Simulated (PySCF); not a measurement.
# M06-2X on Mo²⁺ (molybdenum, charge +2)

Configuration: [Kr] 4d4, high-spin 5D determinant. Computed with PySCF 2.14 in x2c-TZVPPall (8s6p6d2f1g, 79 functions), with scalar relativity by spin-free X2C-1e.

```json
{
  "Total energy": "-4047.77 hartree",
  "One-electron energy": "-5556.68 hartree",
  "Hartree (Coulomb) energy": "1633.55 hartree",
  "Exchange-correlation energy": "-124.64 hartree",
  "⟨S²⟩": "6.0004",
  "⟨L²⟩": "6.006",
  "Sum of ⟨r⟩": "25.16 bohr",
  "Sum of ⟨r²⟩": "30.84 bohr²",
  "Traceless quadrupole moment −½Σ⟨3z² − r²⟩ along its main axis": "-0.909 e·bohr²",
  "Langevin diamagnetic susceptibility": "-24.4 ×10⁻⁶ cm³/mol",
  "Time after the integrals": "about 8 core-seconds"
}
```

```
shell  electrons  mean orbital energy (eV)  spread (eV)  rms radius, mean of both spins (bohr)
 1s β          1                  -19967.6            0                                 0.0404
 1s α          1                  -19967.6            0                                 0.0404
 2s α          1                   -2870.3            0                                  0.167
 2s β          1                   -2869.7            0                                  0.167
 2p α          3                   -2571.1        0.083                                  0.148
 2p β          3                   -2570.5        0.230                                  0.148
 3s α          1                   -516.96            0                                  0.459
 3s β          1                   -516.65            0                                  0.459
 3p α          3                   -418.27        0.356                                  0.463
 3p β          3                   -417.89        0.475                                  0.463
 3d α          5                   -255.28        0.433                                  0.453
 3d β          5                   -254.47        0.543                                  0.453
 4s α          1                   -91.157            0                                   1.18
 4s β          1                   -88.276            0                                   1.18
 4p α          3                   -63.614        0.147                                   1.32
 4p β          3                   -59.723        1.117                                   1.32
 4d α          4                   -24.898        0.607                                   1.85
```

Densities and radii are taken from the X2C orbitals without a picture-change correction, which distorts them close to the nucleus.
